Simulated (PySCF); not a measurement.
Problem. Give a GFN2-xTB geometry of `C#CC[S@+](C)CC`. (Charge +1.)

Solution. 
```
atom  x, y, z in Å
C1     3.697    0.068   -0.700
C2     2.646   -0.446   -0.444
C3     1.368   -1.034   -0.135
S4     0.024   -0.047   -0.931
C5     0.239    1.505   -0.030
C6    -1.438   -0.760   -0.078
C7    -2.702   -0.031   -0.488
H8     4.636    0.486   -0.916
H9     1.303   -2.042   -0.547
H10    1.197   -1.054    0.942
H11    0.054    1.366    1.031
H12   -0.447    2.241   -0.441
H13    1.261    1.839   -0.195
H14   -1.480   -1.804   -0.390
H15   -1.272   -0.706    0.997
H16   -2.841   -0.063   -1.565
H17   -3.559   -0.518   -0.026
H18   -2.693    1.005   -0.161
```

Orientation and origin are arbitrary. Atoms count from 1 in this order. The 3 C–C bonds span 1.197 Å (C1≡C2, drawn triple) to 1.515 Å (C6–C7, drawn single), a spread of 0.318 Å. S4 (sulfonium sulfur) is pyramidal (angles 101.3°, 99.9° and 99.1°, sum 300.3°, 0.85 Å off the plane of its three neighbours). The C–S distances run from 1.808 Å (S4–C5, drawn single) to 1.848 Å (C3–S4, drawn single), a spread of 0.040 Å. Of the pairs four or more bonds apart, C2···H13 is among the closest relative to their van der Waals radii: 2.68 Å, 93 % of the sum of Bondi's values.

Bonds between heavy atoms (Å): C1≡C2 1.197, C2–C3 1.440, C3–S4 1.848, S4–C5 1.808, S4–C6 1.836, C6–C7 1.515.

Structure optimised with GFN2-xTB, isolated species.

Point group: C1 (no symmetry element, even within 0.4 Å). No frequency check. Torsions: C2–C3–S4–C5 -64°, C3–S4–C6–C7 176°.

One conformer stands for the species.

The numbers are calculated, not measured.
